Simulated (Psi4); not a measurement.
C₂H₃O (SMILES C[C-]=O), charge -1, singlet, geometry from GFN2-xTB (a gas-phase anion, which may not be bound at this level); MP2/6-31G run with Psi4.

Here is a job for Psi4.
```
memory 2 GB

molecule {
-1 1
O 
C  1 1.265793
C  2 1.636631 1 110.983669
H  3 1.101287 2 114.890564 1 0.000000
H  3 1.096643 4 108.399908 2 -121.802222
H  3 1.096643 5 107.495972 4 116.978062
}

set basis 6-31g

energy('mp2')
print_variables()
```

Output, abridged:

```
    SCF Algorithm Type (re)set to DF.

   => Loading Basis Set <=

    Name: 6-31G
    Role: ORBITAL
    Keyword: BASIS

         ---------------------------------------------------------
                                   SCF
               by Justin Turney, Rob Parrish, Andy Simmonett
                          and Daniel G. A. Smith
                              RHF Reference
         ---------------------------------------------------------

  ==> Geometry <==

    Molecular point group: c1
    Full point group: C1

    Geometry (in Angstrom), charge = -1, multiplicity = 1:

       Center              X                  Y                   Z               Mass
    ------------   -----------------  -----------------  -----------------  -----------------
         O           -0.000000000467     0.558429035049    -1.011603096185    15.994914619570
         C           -0.000000000467     0.558429035049     0.254189903815    12.000000000000
         C           -0.000000000467    -0.969664744400     0.840270471118    12.000000000000
         H           -0.000000000467    -1.760183156017     0.073515166432     1.007825032230
         H            0.884359045291    -1.102988865733     1.474903929349     1.007825032230
         H           -0.884359026297    -1.102988865951     1.474903957073     1.007825032230

  Running in c1 symmetry.

  Rotational constants: A =      1.92973  B =      0.33708  C =      0.30323 [cm^-1]
  Rotational constants: A =  57851.85273  B =  10105.30908  C =   9090.50885 [MHz]
  Nuclear repulsion =   60.417348010117436

  Charge       = -1
  Multiplicity = 1
  Electrons    = 24
  Nalpha       = 12
  Nbeta        = 12

  ==> Algorithm <==

  SCF Algorithm Type is DF.
  DIIS enabled.
  MOM disabled.
  Fractional occupation disabled.
  Guess Type is SAD.
  Energy threshold   = 1.00e-08
  Density threshold  = 1.00e-08
  Integral threshold = 1.00e-12

  ==> Primary Basis <==

  Basis Set: 6-31G
    Blend: 6-31G
    Number of shells: 21
    Number of basis functions: 33
    Number of Cartesian functions: 33
    Spherical Harmonics?: false
    Max angular momentum: 1

   => Loading Basis Set <=

    Name: (6-31G AUX)
    Role: JKFIT
    Keyword: DF_BASIS_SCF

  ==> Integral Setup <==

  SCF_SUBTYPE=INCORE selected. In-core MEM_DF algorithm will be used.
  Using in-core AOs.

  ==> MemDFJK: Density-Fitted J/K Matrices <==

    J tasked:                   Yes
    K tasked:                   Yes
    wK tasked:                   No
    Algorithm:                 Core
    Schwarz Cutoff:           1E-12
    Mask sparsity (%):       0.1837
    Fitting Condition:        1E-10

   => Auxiliary Basis Set <=

  Basis Set: (6-31G AUX)
    Blend: CC-PVDZ-JKFIT
    Number of shells: 99
    Number of basis functions: 318
    Number of Cartesian functions: 318
    Spherical Harmonics?: false
    Max angular momentum: 3

  Minimum eigenvalue in the overlap matrix is 1.2471880325E-02.
  Reciprocal condition number of the overlap matrix is 2.8145769719E-03.
    Using symmetric orthogonalization.

  ==> Pre-Iterations <==

  SCF Guess: Superposition of Atomic Densities via on-the-fly atomic UHF (no occupation information).

   -------------------------
    Irrep   Nso     Nmo
   -------------------------
     A         33      33
   -------------------------
    Total      33      33
   -------------------------

  ==> Iterations <==

                           Total Energy        Delta E     RMS |[F,P]|

   @DF-RHF iter SAD:  -151.04722979867958   -1.51047e+02   0.00000e+00
   @DF-RHF iter   1:  -152.05440767137387   -1.00718e+00   1.43016e-02 DIIS/ADIIS
   @DF-RHF iter   2:  -152.13421136608545   -7.98037e-02   9.50168e-03 DIIS/ADIIS
   @DF-RHF iter   3:  -152.16960580929629   -3.53944e-02   1.77118e-03 DIIS/ADIIS
   @DF-RHF iter   4:  -152.17144317671216   -1.83737e-03   5.08535e-04 DIIS/ADIIS
   @DF-RHF iter   5:  -152.17167692742723   -2.33751e-04   1.00532e-04 DIIS/ADIIS
   @DF-RHF iter   6:  -152.17168929721376   -1.23698e-05   3.87249e-05 DIIS
   @DF-RHF iter   7:  -152.17169161784099   -2.32063e-06   1.70564e-05 DIIS
   @DF-RHF iter   8:  -152.17169211648974   -4.98649e-07   3.72574e-06 DIIS
   @DF-RHF iter   9:  -152.17169214128819   -2.47985e-08   5.00861e-07 DIIS
   @DF-RHF iter  10:  -152.17169214172404   -4.35847e-10   8.47467e-08 DIIS
   @DF-RHF iter  11:  -152.17169214173629   -1.22498e-11   1.31093e-08 DIIS
   @DF-RHF iter  12:  -152.17169214173651   -2.27374e-13   3.41159e-09 DIIS
  Energy and wave function converged.

  ==> Post-Iterations <==

    Orbital Energies [Eh]
    ---------------------

    Doubly Occupied:

       1A    -20.264409     2A    -11.019271     3A    -10.996653
       4A     -1.079214     5A     -0.737792     6A     -0.456067
       7A     -0.350150     8A     -0.349673     9A     -0.306625
      10A     -0.225528    11A     -0.209149    12A     -0.027667

    Virtual:

      13A      0.431081    14A      0.447077    15A      0.508386
      16A      0.512344    17A      0.610543    18A      0.712220
      19A      1.003175    20A      1.043798    21A      1.059750
      22A      1.083127    23A      1.094769    24A      1.222819
      25A      1.258901    26A      1.401683    27A      1.402605
      28A      1.450531    29A      1.510142    30A      1.558893
      31A      1.597237    32A      1.708439    33A      2.218539

    Final Occupation by Irrep:
              A
    DOCC [    12 ]
    NA   [    12 ]
    NB   [    12 ]

  @DF-RHF Final Energy:  -152.17169214173651

   => Energetics <=

    Nuclear Repulsion Energy =             60.4173480101174363
    One-Electron Energy =                -333.1336851669088901
    Two-Electron Energy =                 120.5446450150549111
    Total Energy =                       -152.1716921417365143

Computation Completed

Properties will be evaluated at   0.000000,   0.000000,   0.000000 [a0]

Properties computed using the SCF density matrix

 Multipole Moments:

 ------------------------------------------------------------------------------------
     Multipole            Electronic (a.u.)      Nuclear  (a.u.)        Total (a.u.)
 ------------------------------------------------------------------------------------

 L = 1.  Multiply by 2.5417464519 to convert [e a0] to [Debye]
 Dipole X            :         -0.0000000            0.0000000            0.0000000
 Dipole Y            :          2.7474158           -3.7154715           -0.9680557
 Dipole Z            :         -2.3099371            2.8294123            0.5194752
 Magnitude           :                                                    1.0986293

 ------------------------------------------------------------------------------------

  //>>>>>>>>>>>>>>>>>>>>>>>>>>>>>>>>>>>//
  //               DFMP2               //
  //<<<<<<<<<<<<<<<<<<<<<<<<<<<<<<<<<<<//

   => Loading Basis Set <=

    Name: (6-31G AUX)
    Role: RIFIT
    Keyword: DF_BASIS_MP2

	 --------------------------------------------------------
	                          DF-MP2
	      2nd-Order Density-Fitted Moller-Plesset Theory

	        Rob Parrish, Justin Turney, Andy Simmonett,
	           Ed Hohenstein, and C. David Sherrill
	 --------------------------------------------------------

   => Auxiliary Basis Set <=

  Basis Set: (6-31G AUX)
    Blend: CC-PVDZ-RI
    Number of shells: 72
    Number of basis functions: 210
    Number of Cartesian functions: 243
    Spherical Harmonics?: true
    Max angular momentum: 3

	 --------------------------------------------------------
	                 NBF =    33, NAUX =   210
	 --------------------------------------------------------
	   CLASS    FOCC     OCC    AOCC    AVIR     VIR    FVIR
	   PAIRS       0      12      12      21      21       0
	 --------------------------------------------------------

	-----------------------------------------------------------
	 ==================> DF-MP2 Energies <====================
	-----------------------------------------------------------
	 Reference Energy          =    -152.1716921417365143 [Eh]
	 Singles Energy            =      -0.0000000000000000 [Eh]
	 Same-Spin Energy          =      -0.0733587523237137 [Eh]
	 Opposite-Spin Energy      =      -0.2318358791339206 [Eh]
	 Correlation Energy        =      -0.3051946314576344 [Eh]
	 Total Energy              =    -152.4768867731941384 [Eh]
	-----------------------------------------------------------
	 ================> DF-SCS-MP2 Energies <==================
	-----------------------------------------------------------
	 SCS Same-Spin Scale       =       0.3333333333333333 [-]
	 SCS Opposite-Spin Scale   =       1.2000000000000000 [-]
	 SCS Same-Spin Energy      =      -0.0244529174412379 [Eh]
	 SCS Opposite-Spin Energy  =      -0.2782030549607047 [Eh]
	 SCS Correlation Energy    =      -0.3026559724019426 [Eh]
	 SCS Total Energy          =    -152.4743481141384507 [Eh]
	-----------------------------------------------------------

  Variable Map:
  ----------------------------------------------------------------------------
  "CURRENT CORRELATION ENERGY"           =>      -0.305194631458
  "CURRENT ENERGY"                       =>    -152.476886773194
  "CURRENT REFERENCE ENERGY"             =>    -152.171692141737
  "CUSTOM SCS-MP2 CORRELATION ENERGY"    =>      -0.302655972402
  "CUSTOM SCS-MP2 TOTAL ENERGY"          =>    -152.474348114138
  "DD SOLVATION ENERGY"                  =>       0.000000000000
  "HF KINETIC ENERGY"                    =>     152.306076143639
  "HF POTENTIAL ENERGY"                  =>    -304.477768285375
  "HF TOTAL ENERGY"                      =>    -152.171692141737
  "HF VIRIAL RATIO"                      =>       1.999117671433
  "MP2 CORRELATION ENERGY"               =>      -0.305194631458
  "MP2 DOUBLES ENERGY"                   =>      -0.305194631458
  "MP2 OPPOSITE-SPIN CORRELATION ENERGY" =>      -0.231835879134
  "MP2 SAME-SPIN CORRELATION ENERGY"     =>      -0.073358752324
  "MP2 SINGLES ENERGY"                   =>      -0.000000000000
  "MP2 TOTAL ENERGY"                     =>    -152.476886773194
  "NUCLEAR REPULSION ENERGY"             =>      60.417348010117
  "ONE-ELECTRON ENERGY"                  =>    -333.133685166909
  "PCM POLARIZATION ENERGY"              =>       0.000000000000
  "PE ENERGY"                            =>       0.000000000000
  "SCF ITERATION ENERGY"                 =>    -152.171692141737
  "SCF ITERATIONS"                       =>      12.000000000000
  "SCF TOTAL ENERGY"                     =>    -152.171692141737
  "SCS-MP2 CORRELATION ENERGY"           =>      -0.302655972402
  "SCS-MP2 TOTAL ENERGY"                 =>    -152.474348114138
  "TWO-ELECTRON ENERGY"                  =>     120.544645015055

  Array Variable Map:
  ----------------------------------------------------------------------------
  "CURRENT DIPOLE"                       =>       0.000000001982 ... 0.519475227438 1 by 3
  "SCF DIPOLE"                           =>       0.000000001982 ... 0.519475227438 1 by 3
  "SCF TOTAL ENERGIES"                   =>    -151.047229798680 ... -152.171692141737 1 by 13
```
